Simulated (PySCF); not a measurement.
Compound: C5H7F2O (charge -1).
Atom-mapped SMILES: `[CH2:1]=[C:2]([O-:3])[C:4]([F:5])([F:6])[CH2:7][CH3:8]` (hydrogens: H9, H10 on C1; H11, H12 on C7; H13, H14, H15 on C8)

Theory: PBE0-D3(BJ)/def2-SVP geometry optimisation, gas phase (PySCF 2.14.0).

(1) Give the optimised bond lengths and angles.

## Answers

(1) 
| bond | length (Å) | order |
| --- | --- | --- |
| C1=C2 | 1.378 | double |
| C2–O3 | 1.262 | single |
| C2–C4 | 1.545 | single |
| C4–F5, C4–F6 | 1.376 | single |
| C4–C7 | 1.514 | single |
| C7–C8 | 1.518 | single |
| C1–H9 | 1.095 | single |
| C1–H10 | 1.091 | single |
| C7–H11, C7–H12 | 1.102 | single |
| C8–H13, C8–H14, C8–H15 | 1.101 | single |

Bonds in one row agree within 0.01 Å and their mean is given. Orders are formal, as drawn. A selection of angles:
| angle | degrees |
| --- | --- |
| C2–C1–H9 | 119.2 |
| C2–C1–H10 | 121.6 |
| H9–C1–H10 | 119.2 |
| C1–C2–O3 | 130.6 |
| C1–C2–C4 | 116.7 |
| O3–C2–C4 | 112.7 |
| C2–C4–F5 | 109.4 |
| C2–C4–F6 | 114.2 |
| C2–C4–C7 | 111.9 |
| F5–C4–F6 | 104.5 |
| F5–C4–C7 | 107.4 |
| F6–C4–C7 | 108.9 |
| C4–C7–C8 | 112.8 |
| C4–C7–H11 | 108.0 |
| C4–C7–H12 | 104.0 |
| C8–C7–H11 | 111.6 |
| H11–C7–H12 | 109.3 |
| C7–C8–H13 | 110.0 |
| C7–C8–H14 | 111.5 |
| H13–C8–H14 | 108.6 |
| H13–C8–H15 | 107.4 |

Torsions: C1–C2–C4–F5 -114° (anticlinal); C2–C4–C7–C8 -70° (synclinal). The mirror-image conformer, all signs reversed, is as good.

C1 (carbon bonded to C and 2 H) is planar (angles 121.6°, 119.2° and 119.2°, sum 359.9°, 0.02 Å off the plane of its three neighbours). The 4 C–C bonds span 1.378 Å (C1=C2, drawn double in one of several resonance forms) to 1.545 Å (C2–C4, drawn single), a spread of 0.167 Å. C2 (vinylic carbon bearing oxygen) is planar (angles 130.6°, 116.7° and 112.7°, sum 360.0°, 0.01 Å off the plane of its three neighbours). Of the pairs four or more bonds apart, O3···H12 is among the closest relative to their van der Waals radii: 2.38 Å, 87 % of the sum of Bondi's values.

Point group: C1 (no symmetry element, even within 0.4 Å). No PBE0-D3(BJ)/def2-SVP frequencies stand behind this structure, so it isn't proved a minimum.
